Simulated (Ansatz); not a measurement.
Calculated with Ansatz (gas phase, PBE0-D4/def2-TZVP geometries, no zero-point term in ΔE). CCSD(T)/CBS adds triple-zeta CCSD(T) − MP2 to the extrapolated MP2 energy (def2 sets, frozen cores). This one scheme is used for every species. DFT in def2-TZVPP. B3LYP here is the variant with VWN-RPA as its local correlation; programs differ in this. Each species was taken in one conformer, which may not be the lowest.

Reaction (substitution at a C–O bond): `OCS[SiH3]` + CH₃NH₂ → `CNCS[SiH3]` + H₂O

`OCS[SiH3]`:

Z-matrix (Å, degrees):
```
C
S 1 1.838
O 1 1.389 2 114.6
H 1 1.096 2 108.3 3 126.8
H 1 1.090 2 105.2 3 -117.2
Si 2 2.126 1 98.7 3 -86.6
H 3 0.962 1 109.1 2 62.5
H 6 1.487 2 111.4 1 -64.8
H 6 1.482 2 107.2 1 174.2
H 6 1.491 2 110.7 1 54.8
```

CH₃NH₂:

Z-matrix (Å, degrees):
```
C
N 1 1.453
H 1 1.092 2 109.4
H 1 1.100 2 115.4 3 -121.6
H 1 1.092 2 109.4 3 116.8
H 2 1.012 1 110.6 3 62.6
H 2 1.012 1 110.6 3 -179.3
```

`CNCS[SiH3]`:

```xyz
14

C    -1.650   -1.545    0.751
N    -1.620   -0.465   -0.212
C    -0.510    0.406   -0.125
S     1.136   -0.439   -0.474
Si    2.386    1.270   -0.468
H    -1.655   -1.126    1.761
H    -0.794   -2.230    0.676
H    -2.569   -2.119    0.623
H    -1.745   -0.807   -1.155
H    -0.611    1.216   -0.847
H    -0.445    0.823    0.882
H     2.394    1.938    0.863
H     1.927    2.270   -1.471
H     3.756    0.810   -0.803
```

H₂O:

Z-matrix (Å, degrees):
```
O
H 1 0.960
H 1 0.960 2 105.1
```

CCSD(T)/CBS gives -36.9 kJ/mol.

Another level gave -34.4 kJ/mol. Which?
A. MP2/def2-TZVPP
B. B3LYP/def2-TZVPP
C. PBE0/def2-TZVPP
D. CCSD(T)/def2-TZVPP

D. CCSD(T)/def2-TZVPP -34.4, PBE0 -28.6, B3LYP -24.1, MP2/def2-TZVPP -40.8 kJ/mol.

Largest T1 diagnostic among the species: 0.012.

The D4 term adds −7.7 kJ/mol with B3LYP and −4.5 kJ/mol with PBE0; it sums over pairs of atoms, weighted by their polarisabilities, and B3LYP, whose exchange is more repulsive, gets the larger term. In def2-TZVPP, CCSD(T) changes the Hartree–Fock value by −14.0 kJ/mol (the triples alone add −2.2 kJ/mol) and MP2 by −20.4 kJ/mol.
